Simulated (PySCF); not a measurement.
BGeH₈NSi, CH₇GeNSi, B₂GeH₅O (calculated)

All values are calculated (PySCF 2.14.0). Calculation on a computer-drawn molecule: the log of a Hartree-Fock and frozen-core CCSD(T) single point meant for a local Hartree-Fock minimum, with one planted fault or none, to be diagnosed. Offsets are logged minus clean, where the clean run is the same molecule without the fault. The reference is restricted for singlets and unrestricted otherwise, and also for a bond in bohr or an excited solution. Adding or removing an electron swaps singlet and doublet. The excited solution moves the top pair (singlet) or top alpha electron (doublet) to the lowest empty orbital. Highest occupied and lowest empty are orbital energies over both spins, largest force is the largest gradient component, triples share is (T) over the correlation energy, the T1 limit is 0.02 restricted and 0.045 unrestricted, electrons count all cores, a negative frequency is imaginary (commonest isotopes), and the dipole is about the centre of nuclear charge; on germanium a core potential holds 10 electrons, which the energies leave out, and 3d is frozen in MP2 and coupled-cluster steps.

Common to all runs: meant multiplicity 1; meant basis and core potential on germanium cc-pVDZ-PP ECP10MDF; logged SCF converged yes; logged CC converged yes; logged SCF stable within its kind yes; possible faults no fault, one electron removed, one electron added, multiplicity raised by two, geometry at a saddle point, SCF held on an excited solution, minimal basis STO-3G, one bond length entered in bohr, all coordinates scaled.

```yaml
- entry: 1
  formula: BGeH8NSi
  logged_structure:
    atoms_angstrom:
      - ["N", 0.0949, 1.2211, 1.3878]
      - [B, 0.4845, 0.4911, 0.2723]
      - [Si, 2.1552, 1.0532, -0.7695]
      - [Ge, -0.6856, -1.1642, -0.2769]
      - [H, 0.5915, 2.023, 1.7222]
      - [H, -0.7094, 1.0018, 1.9412]
      - [H, 3.1652, -0.037, -0.784]
      - [H, 2.7932, 2.2584, -0.1688]
      - [H, 1.8193, 1.3719, -2.1816]
      - [H, -1.8806, -1.3486, 0.6812]
      - [H, 0.1248, -2.4707, -0.2535]
      - [H, -1.2566, -1.0166, -1.6968]
  given:
    meant_charge: 0
    meant_basis: "cc-pV(D+d)Z"
    logged_electrons: 66
    logged_basis_functions: 114
    logged_spin_squared: 0.0
    "logged_highest_occupied [eV]": -9.8066
    "logged_lowest_empty [eV]": 2.7253
    "logged_largest_force [hartree/bohr]": 3.2634e-05
    "logged_lowest_frequency [cm^-1]": 60.778
    logged_T1_diagnostic: 0.014723
    logged_D1_diagnostic: 0.053823
    logged_triples_share: 0.027883
    "logged_dipole_magnitude [debye]": 2.7107
    "logged_energy_HF [hartree]": -666.12987
    "logged_energy_CCSD(T) [hartree]": -666.67359
    drawn_bonds_atom: [1, 2, 2, 1, 1, 3, 3, 3, 4, 4, 4]
    drawn_bonds_other_atom: [2, 3, 4, 5, 6, 7, 8, 9, 10, 11, 12]
    drawn_bonds_order: [1, 1, 1, 1, 1, 1, 1, 1, 1, 1, 1]
  results:
    planted_fault: "no fault"
    "HF_energy_offset_from_clean_run [kcal/mol]": 0.0
    "CCSD(T)_energy_offset_from_clean_run [kcal/mol]": 0.0
- entry: 2
  formula: CH7GeNSi
  logged_structure:
    atoms_angstrom:
      - [C, 0.1149, -0.8345, 0.1008]
      - [Ge, -0.2956, 0.5153, -0.9551]
      - ["N", 0.1417, 0.5371, -2.7281]
      - [Si, -1.5229, 2.4512, -0.2899]
      - [H, 0.6712, -1.7018, -0.2339]
      - [H, -0.2345, -0.8423, 1.1257]
      - [H, 0.7705, -0.1885, -3.0257]
      - [H, 0.4623, 1.4172, -3.0912]
      - [H, -0.745, 3.6696, -0.6128]
      - [H, -1.7573, 2.3792, 1.1678]
      - [H, -2.8146, 2.5052, -1.0088]
  given:
    meant_charge: 0
    meant_basis: "cc-pV(D+d)Z"
    logged_electrons: 66
    logged_basis_functions: 109
    logged_spin_squared: 0.0
    "logged_highest_occupied [eV]": -7.7564
    "logged_lowest_empty [eV]": 2.4803
    "logged_largest_force [hartree/bohr]": 1.0535e-05
    "logged_lowest_frequency [cm^-1]": 78.988
    logged_T1_diagnostic: 0.014328
    logged_D1_diagnostic: 0.04687
    logged_triples_share: 0.032059
    "logged_dipole_magnitude [debye]": 1.8599
    "logged_energy_HF [hartree]": -678.65928
    "logged_energy_CCSD(T) [hartree]": -679.24128
    drawn_bonds_atom: [1, 2, 2, 1, 1, 3, 3, 4, 4, 4]
    drawn_bonds_other_atom: [2, 3, 4, 5, 6, 7, 8, 9, 10, 11]
    drawn_bonds_order: [2, 1, 1, 1, 1, 1, 1, 1, 1, 1]
  results:
    planted_fault: "no fault"
    "HF_energy_offset_from_clean_run [kcal/mol]": 0.0
    "CCSD(T)_energy_offset_from_clean_run [kcal/mol]": 0.0
- entry: 3
  formula: B2GeH5O
  logged_structure:
    atoms_angstrom:
      - [B, -0.8754, 0.7221, 2.4721]
      - [Ge, -0.7381, 0.4835, 0.369]
      - [B, -0.1058, -1.5199, -0.0293]
      - [O, -0.7079, -2.2922, -0.9137]
      - [H, -0.9489, 0.8688, 3.6456]
      - [H, -2.1387, 0.9476, -0.029]
      - [H, 0.2955, 1.5762, 0.0992]
      - [H, 0.8366, -1.9204, 0.5803]
      - [H, -1.4553, -1.9736, -1.3994]
  given:
    meant_charge: 1
    meant_basis: cc-pVDZ
    logged_electrons: 55
    logged_basis_functions: 90
    logged_spin_squared: 0.768
    "logged_highest_occupied [eV]": -7.3944
    "logged_lowest_empty [eV]": 1.6592
    "logged_largest_force [hartree/bohr]": 0.037215
    logged_T1_diagnostic: 0.016778
    logged_D1_diagnostic: 0.053569
    logged_triples_share: 0.025901
    "logged_dipole_magnitude [debye]": 1.903
    "logged_energy_HF [hartree]": -420.45715
    "logged_energy_CCSD(T) [hartree]": -420.94503
    drawn_bonds_atom: [1, 2, 3, 1, 2, 2, 3, 4]
    drawn_bonds_other_atom: [2, 3, 4, 5, 6, 7, 8, 9]
    drawn_bonds_order: [1, 1, 1, 1, 1, 1, 1, 1]
  results:
    planted_fault: "one electron added"
    "HF_energy_offset_from_clean_run [kcal/mol]": -142.8
    "CCSD(T)_energy_offset_from_clean_run [kcal/mol]": -149.0
```
